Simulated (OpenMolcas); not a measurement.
## Multiplet structure of Zr IV

* Program: OpenMolcas
* Method: SS-RASPT2, IPEA 0.25 Eh, imaginary shift 0.1 Eh (closed shells correlated: 4s)
* Basis: ANO-RCC-VQZP [8s7p5d3f2g1h]
* Scalar Hamiltonian: DKH2, point nucleus
* Active space: 7 electrons in 8 orbitals (RAS1 4p, at most 2 holes; RAS2 4d)
* State averaging: 2S+1 = 2 even, 5 roots
* Spin-orbit coupling: RASSI with atomic mean-field integrals over the reference wave functions, term energies averaged over their components

Spin-free terms above the lowest, with the occupations of the reference:

| Configuration | Term | E (cm-1) | Occupations |
| --- | --- | --- | --- |
| 4d | 2D | 0.0 | 4p 5.96 4d 1.04 |

With spin-orbit coupling, above the lowest level:

| Configuration | Term | J | E (cm-1) | Measured (cm-1) | g | Term weight % |
| --- | --- | --- | --- | --- | --- | --- |
| 4d | 2D | 3/2 | 0.0 | 0.0 | 0.800 | 100 |
| 4d | 2D | 5/2 | 1418 | 1251 | 1.200 | 100 |

Against the measured value (the list in Rauch et al., Astron. Astrophys. 599, A142 (2017)): 4d 2D 5/2: computed 1418, measured 1251 cm-1 (+13.4 %).

Spin-orbit coupling puts the lowest level 851 cm-1 below the lowest spin-free term.

Active for correlation alone: 4p; no level in the range computed is led by a configuration that opens it, so any true level of that kind is missing. Computed and measured levels are paired by configuration, term and J; levels that our copy of the source lacks, or whose pairing is in doubt (as where it misses far off the trend of its configuration), stay unpaired and out of the deviations. Levels of configurations outside the active space are missing. The first state left out of the spin-orbit step lies near 510000 cm-1 above the lowest spin-free state of the reference (among the parities and spins computed), and the list stops at four fifths of that energy or lower.

The CASPT2 steps took 3.2 s on 1 thread of Arm Neoverse V2, with other jobs on the host; the integral step is not counted.

The term weight is that of the spin-free term in the level, not the purity of its configuration.
